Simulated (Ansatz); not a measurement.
Input file for `S[S][In]([Br])[Br]`:

```yaml
crystal:
  periodic: [false, false, false]
  atoms:
    - {symbol: S, position_ang: [0.923012, 1.888002, 0.957822]}
    - {symbol: S, position_ang: [0.199428, 0.078402, 1.615964]}
    - {symbol: In, position_ang: [-0.156476, -1.092781, -0.435464]}
    - {symbol: Br, position_ang: [-0.828784, -3.450784, -0.409981]}
    - {symbol: Br, position_ang: [0.114124, 0.038741, -2.588113]}
    - {symbol: H, position_ang: [-0.251304, 2.538419, 0.859774]}
basis:
  gaussian: {orbitals: def2-SVP}
correlation: {method: ccsd_t}
```

```sh
$ ansatz run in.yaml --threads 2 --pin off --events-out ev --progress --plain --max-ram 32768MiB --backend cuda --devices 0, --max-vram 18GiB
```

The program prints (abridged):

```
Functional definition: HF
1319 factors; integrals over basis functions are off by at most 8.4e-4 eV
mean field evaluation 1: about -166775.6110 eV, gradient 2.0e1 eV
mean field evaluation 2: about -166775.6684 eV, gradient 2.0e1 eV
mean field evaluation 4: about -166777.2415 eV, gradient 2.1e0 eV
mean field evaluation 8: about -166777.2675 eV, gradient 1.4e-1 eV
mean field -166777.26768019 eV, -6128.9515415546 hartree, gradient 2.3e-6 eV, S^2 0.000000; 0 other end points of the search recorded, 0 dependent functions left out
32 core orbitals not correlated: weight in the atoms' cores, before any rotation towards them, 1.000 or more for the frozen orbitals, at most 0.000 for the correlated occupied ones
reference -166777.26768019 eV, -6128.9515415546 hartree; 30, 30 occupied and 69, 69 virtual orbitals, 1319 factors
second order -21.48199877 eV of doubles, -0.00000000 eV of singles
cycle   1  -21.82920899 eV  change   -3.5e-1 eV  update   9.9e-2
cycle   2  -22.33115608 eV  change   -5.0e-1 eV  update   2.9e-2
cycle   3  -22.40111452 eV  change   -7.0e-2 eV  update   1.5e-2
cycle   4  -22.38623758 eV  change    1.5e-2 eV  update   4.2e-3
cycle   5  -22.38667945 eV  change   -4.4e-4 eV  update   2.0e-3
cycle   6  -22.38670432 eV  change   -2.5e-5 eV  update   7.5e-4
cycle   7  -22.38629855 eV  change    4.1e-4 eV  update   3.3e-4
cycle   8  -22.38642477 eV  change   -1.3e-4 eV  update   1.3e-4
cycle   9  -22.38648640 eV  change   -6.2e-5 eV  update   4.9e-5
perturbative correction -0.61531058 eV, -0.0226122466 hartree
Total energy: -166800.26947716 eV, -6129.7968420022 hartree
```

Run time 7 s (2 threads of an AMD EPYC 7R13 on a shared host and a share of an NVIDIA H100 80 GB); peak host memory 0.77 GiB.

Correlation energy per correlated electron: -0.383 eV. T1 diagnostic: 0.0093.
